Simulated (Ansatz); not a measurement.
```yaml
crystal:
  periodic: [false, false, false]
  atoms:
    - {symbol: O, position_ang: [-3.560305, 1.283701, 1.165646]}
    - {symbol: Si, position_ang: [-0.082829, 0.467253, 0.600515]}
    - {symbol: P, position_ang: [0.332782, -3.748348, -1.956472]}
    - {symbol: S, position_ang: [2.160373, 3.602067, -2.091095]}
    - {symbol: H, position_ang: [-4.736750, 1.710758, -0.534048]}
    - {symbol: H, position_ang: [1.206794, 0.418955, 3.589434]}
    - {symbol: H, position_ang: [-0.641564, -5.475119, 0.459562]}
    - {symbol: H, position_ang: [3.357514, -4.078600, -1.247383]}
    - {symbol: H, position_ang: [2.158902, 5.717470, -0.024004]}
basis:
  gaussian: {orbitals: 6-31G}
hamiltonian: {xc: {name: B97M-V}}
output: {forces: true}
```

```sh
$ ansatz run in.yaml --threads 2 --pin off --events-out ev --progress --plain --max-ram 4352MiB
```

Output, abridged:

```
Functional definition: B97M-V
666 factors; integrals over basis functions are off by at most 3.0e-4 eV
mean field evaluation 1: about -30040.5282 eV, gradient 9.9e1 eV
mean field evaluation 2: about -29525.8274 eV, gradient 1.5e2 eV
mean field evaluation 4: about -29914.5685 eV, gradient 1.4e2 eV
mean field evaluation 8: about -30088.9923 eV, gradient 7.2e0 eV
mean field evaluation 16: about -30089.5511 eV, gradient 2.6e-2 eV
mean field evaluation 128: about -30089.5101 eV, gradient 4.5e-2 eV
mean field -30089.55116927 eV, -1105.7706100405 hartree, gradient 1.0e-5 eV, S^2 0.000000; 10 other end points of the search recorded, 0 dependent functions left out
reference -30089.55125392 eV, -1105.7706131512 hartree; 29, 29 occupied and 29, 29 virtual orbitals, 666 factors
Total energy: -30089.55125392 eV, -1105.7706131512 hartree
Atom 0 at    -3.560305     1.283701     1.165646 Å, force    -0.842370     0.408013    -2.372418 eV/Å
Atom 1 at    -0.082829     0.467253     0.600515 Å, force    -0.161952     0.255043     1.001727 eV/Å
Atom 2 at     0.332782    -3.748348    -1.956472 Å, force     0.924566    -0.813137     1.504312 eV/Å
Atom 3 at     2.160373     3.602067    -2.091095 Å, force    -0.159092     0.904150     1.301390 eV/Å
Atom 4 at    -4.736750     1.710758    -0.534048 Å, force     1.738555    -0.619197     2.315686 eV/Å
Atom 5 at     1.206794     0.418955     3.589434 Å, force    -0.549719     0.038644    -1.226436 eV/Å
Atom 6 at    -0.641564    -5.475119     0.459562 Å, force     0.457769     0.806704    -1.109216 eV/Å
Atom 7 at     3.357514    -4.078600    -1.247383 Å, force    -1.403758     0.158201    -0.316159 eV/Å
Atom 8 at     2.158902     5.717470    -0.024004 Å, force    -0.003998    -1.138421    -1.098887 eV/Å
Dipole moment:     0.072158    -0.512395    -0.280445 e Å
```

**Question.** What is wrong with this run?

**Answer.** The geometry is stretched to more than twice its size. Self-consistency was reached. The result belongs to that input, not to the molecule as meant.
